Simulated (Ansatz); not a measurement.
Reaction R1 → P1, each structure at its B3LYP-D3(BJ)/def2-TZVP stationary point, reached from a drawn start; harmonic modes at that level show minima.
R1, C6H6 (SMILES c1ccccc1) (charge 0, multiplicity 1, Z-matrix in Å and degrees):
```
C
H 1 1.0826
C 1 1.3905 2 120.00
H 3 1.0826 1 120.00 2 0.00
C 3 1.3905 4 120.00 1 180.00
H 5 1.0826 3 120.00 4 0.00
C 1 1.3905 2 120.00 3 -180.00
H 7 1.0826 1 120.00 2 0.00
C 7 1.3905 8 120.00 1 -180.00
H 9 1.0826 7 120.00 8 0.00
C 9 1.3905 10 120.00 7 180.00
H 11 1.0826 9 120.00 10 0.00
```
P1, C6H6 (SMILES C12C3C1C1C2C31) (charge 0, multiplicity 1):
```xyz
12

C      0.46094    -0.97472    -0.45872
C      1.12674     0.18124     0.26587
C      0.36867     0.43054    -1.02553
C     -0.93556     0.67252    -0.21328
C     -0.17749     0.42321     1.07813
C     -0.84329    -0.73274     0.35353
H      0.90202    -1.86120    -0.88876
H      2.17027     0.34078     0.49153
H      0.72624     0.81568    -1.96848
H     -1.80611     1.28552    -0.39135
H     -0.36208     0.81063     2.06867
H     -1.63034    -1.39136     0.68838
```

P less R. No zero-point or thermal terms.

Cores are frozen in the correlated methods.

Programs: Ansatz (Gaussian orbitals). All values are computed, each at the level named.

Total energies in hartree:

```csv
structure,PBE/def2-TZVPP,r2SCAN/def2-TZVPP,CCSD(T)/cc-pVTZ
R1,-232.021065,-232.191993,-231.805623
P1,-231.844271,-232.002288,-231.621520
```

Work out the reaction energy at each level in eV (1 hartree = 27.21139 eV), and say how far PBE/def2-TZVPP lies from CCSD(T)/cc-pVTZ.


- PBE/def2-TZVPP: (-231.844271) − (-232.021065) = 0.176794 hartree = 4.811 eV
- r2SCAN/def2-TZVPP: (-232.002288) − (-232.191993) = 0.189705 hartree = 5.162 eV
- CCSD(T)/cc-pVTZ: (-231.621520) − (-231.805623) = 0.184103 hartree = 5.010 eV
PBE/def2-TZVPP less CCSD(T)/cc-pVTZ: -0.199 eV. CCSD(T)/cc-pVTZ is the level counted from, the highest shown, and no exact or measured value.

Ansatz is a first-principles code.
